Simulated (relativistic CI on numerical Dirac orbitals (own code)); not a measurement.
Co²³⁺: sensitivity of the levels to the model

Base calculation: Dirac-Coulomb-Breit CI, KLI orbitals optimised for each configuration, QED by a radiative potential, unscaled Slater integrals.

Configurations in the expansion (outside the closed core 1s2): 2s2, 2s 2p, 2p2, 2p 3s, 2p 3p, 2s 3s, 2s 3p, 2s 3d, 2s 4s, 2s 4p, 2s 4d, 2s 4f, 2s 5s, 2s 5p, 3s2, 2s 5d, 2s 5f, 2s 5g, 3s 3p, 3p2. Levels of other configurations are missing.

The lowest level and the first level of each name with at least 55 % of one term (blank where a level has no safe partner in the second run):

| Level | Base (eV) | Shift (eV) |
| --- | --- | --- |
| 2s2 1S_0 | 0.00 | 0.00 |
| 2s 2p 3P°_0 | 45.19 | -7.65 |
| 2s 2p 3P°_1 | 49.60 | -7.65 |
| 2s 2p 3P°_2 | 63.23 | -7.65 |
| 2s 2p 1P°_1 | 100.66 | -7.57 |
| 2p2 3P_0 | 124.76 | -8.50 |
| 2p2 3P_1 | 135.40 | -7.64 |
| 2p2 3P_2 | 141.59 | -7.51 |
| 2p2 1D_2 | 160.47 | -7.30 |
| 2p2 1S_0 | 189.24 | -14.16 |
| 2s 3s 3S_1 | 1199.29 | -6.15 |
| 2s 3s 1S_0 | 1208.20 | -4.83 |
| 2s 3p 3P°_0 | 1221.57 | -7.45 |
| 2s 3p 3P°_1 | 1221.66 | -6.81 |
| 2s 3p 1P°_1 | 1226.29 | -4.19 |
| 2s 3p 3P°_2 | 1226.82 | -7.50 |
| 2s 3d 3D_1 | 1237.58 | -6.90 |
| 2s 3d 3D_2 | 1238.23 | -7.05 |
| 2s 3d 3D_3 | 1239.35 | -7.17 |
| 2s 3d 1D_2 | 1247.66 | -7.07 |
| 2p 3s 3P°_0 | 1256.54 | -7.82 |
| 2p 3s 3P°_1 | 1258.95 | -9.06 |

At this charge energies of transitions that change n are usually good to better than 1 %, and those within a shell (Δn = 0) to a few per cent.

Problem. One thing was changed in a second run, which moved the levels as shown. Which?
A. configuration mixing switched off
B. valence Slater integrals scaled by 0.9
C. Breit term removed
D. one mean potential for all configurations
E. QED terms removed

Solution. A. Configuration mixing switched off. Without mixing, levels that were pushed by configurations of the same parity and J return to their single-configuration places.

LS names give the leading component of a level, which can be under half, so a name can repeat, a term be missing and a line seem to break the LS rules.
